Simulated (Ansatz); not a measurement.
CaCl, doublet, geometry from GFN2-xTB (such geometries of metal compounds can be far from the true shape) (the spin is typed, not shown lowest); SVWN5/def2-SV(P) (Ansatz, a program for electronic structure).

The Ansatz input:
Ansatz 0.2 input:
```yaml
crystal:
  periodic: [false, false, false]
  atoms:
    - {symbol: Ca, position_ang: [-0.00000000, -0.00000000, -1.08674836]}
    - {symbol: Cl, position_ang: [0.00000000, 0.00000000, 1.27852748]}
basis:
  gaussian:
    orbitals: def2-SV_P_.json
hamiltonian:
  xc: {name: SVWN5}
magnetization: {spin_polarized: false, initial_magnetization: 1}
```
The basis file holds def2-SV(P) in the JSON format of the Basis Set Exchange.

Task: What does Ansatz print? Leave out banner, timings and long lists.

Result: 
```
Functional definition: SVWN5
479 factors; their error is unknown
mean field evaluation 1: about -30864.7262 eV, gradient 1.8e1 eV
mean field evaluation 2: about -30860.5044 eV, gradient 4.1e1 eV
mean field evaluation 4: about -30865.7455 eV, gradient 1.5e0 eV
mean field evaluation 8: about -30865.7351 eV, gradient 1.6e-2 eV
mean field evaluation 16: about -30858.9106 eV, gradient 1.4e1 eV
mean field -30865.73505961 eV, -1134.2948418939 hartree, gradient 8.4e-6 eV, S^2 0.750000; 0 other end points of the search recorded, 0 dependent functions left out
reference -30865.73510732 eV, -1134.2948436473 hartree; 19, 18 occupied and 23, 24 virtual orbitals, 479 factors
Total energy: -30865.73510732 eV, -1134.2948436473 hartree
```
